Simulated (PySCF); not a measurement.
Isomers of [C9H11F2]+ (charge +1), one GFN2-xTB conformer each. Single-point energies are computed at PBE0/pcSseg-1 (PySCF, gas phase, no added dispersion term), electronic only.

Question: Rank them by PBE0/pcSseg-1 energy, lowest first (kJ/mol).
A. `[CH3:1][CH2:2][CH2:3]/[CH:4]=[CH:5]/[c:6]1[c:7]([F:8])[c+:9]1[CH2:10][F:11]` (charge +1) with C1–C2–C3–C4 176°, C2–C3–C4–C5 125°, C4–C5–C6–C7 180°, C7–C9–C10–F11 180°
B. `[F:1][CH2:2][CH2:3][CH2:4][C+:5]1[CH:6]=[CH:7][CH:8]=[C:9]([F:10])[CH2:11]1` (charge +1) with F1–C2–C3–C4 -58°, C2–C3–C4–C5 175°, C3–C4–C5–C6 178°

Answer: B (0.0), A (206.9).

As drawn, the higher has a three-membered ring, which the lower lacks. GFN2-xTB itself gives, in the same order: 0.0, 245.1. Both levels put the same isomer lowest.

Q: Which frontier levels and rotational constants go with these structures?

A: 
```csv
SMILES,"HOMO (eV, PBE0/pcSseg-1)",LUMO (eV),"A, B, C (MHz)"
FCCC[C+]1C=CC=C(F)C1,-12.47,-8.16,"2343, 493.9, 423.4"
CCC/C=C/c1c(F)[c+]1CF,-12.38,-7.08,"1740, 437.1, 359.7"
```
